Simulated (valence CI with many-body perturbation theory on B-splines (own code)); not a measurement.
# Hf58+: fill in the table

Method: valence CI with perturbative core correlation (CI+MBPT): four valence electrons over a frozen Dirac-Fock core [Ne], radial functions for each j: 11 s, 11 p, 9 d, 7 f, 5 g, 2 h, 1 i, with the one-electron correlation potential Σ1, the two-electron term Σ2, the three-electron term Σ3, Breit, model QED; selected CI, second order for the rest (own B-spline code, finite nucleus).

No measured spectrum was set against this ion. As an estimate, large intervals hold to a few tenths of a per cent, small ones and those within an open d or f shell to about a per cent.

| Level | E (× 10³ cm⁻¹) |
| --- | --- |
| (3s^2 3p1/2^2) J=0 | 0.00 |
| (3s^2 3p1/2 3p3/2) J=1 | ? |
| (3s^2 3p1/2 3p3/2) J=2 | 2526.2 |
| (3s 3p1/2^2 3p3/2) J=2 | ? |
| (3s 3p1/2^2 3p3/2) J=1 | 3971.7 |
| (3s^2 3p1/2 3d3/2) J=2 | 4168.8 |
| (3s^2 3p1/2 3d3/2) J=1 | 4506.1 |
| (3s^2 3p1/2 3d5/2) J=2 | 4895.2 |
| (3s^2 3p1/2 3d5/2) J=3 | ? |
| (3s^2 3p3/2^2) J=2 | ? |
| (3s^2 3p3/2^2) J=0 | ? |
| (3s 3p1/2^2 3d3/2) J=1 | 5501.6 |
| (3s 3p1/2^2 3d3/2) J=2 | 5558.3 |
| (3s 3p1/2 3p3/2^2) J=2 [a] | 6145.1 |
| (3s 3p1/2^2 3d5/2) J=3 | 6189.6 |
| (3s 3p1/2 3p3/2^2) J=3 | 6286.8 |
| (3s 3p1/2^2 3d5/2) J=2 | 6298.2 |
| (3s 3p1/2 3p3/2^2) J=0 | ? |
| (3s 3p1/2 3p3/2^2) J=1 [a] | 6492.4 |
| (3s 3p1/2 3p3/2^2) J=2 [b] | 6494.2 |

Levels are named by their leading jj configuration (3d3/2^4 stands for four electrons in 3d with j = 3/2), which in mixed levels can hold well under half, so a name can repeat and another be missing. Letters in brackets count levels of one name in rising energy.

**Question.** The levels stand in rising order. What does the calculation give for the missing energies?

**Answer.** (3s^2 3p1/2 3p3/2) J=1 2453.2; (3s 3p1/2^2 3p3/2) J=2 3753.9; (3s^2 3p1/2 3d5/2) J=3 4903.2; (3s^2 3p3/2^2) J=2 5034.3; (3s^2 3p3/2^2) J=0 5193.5; (3s 3p1/2 3p3/2^2) J=0 6378.5.
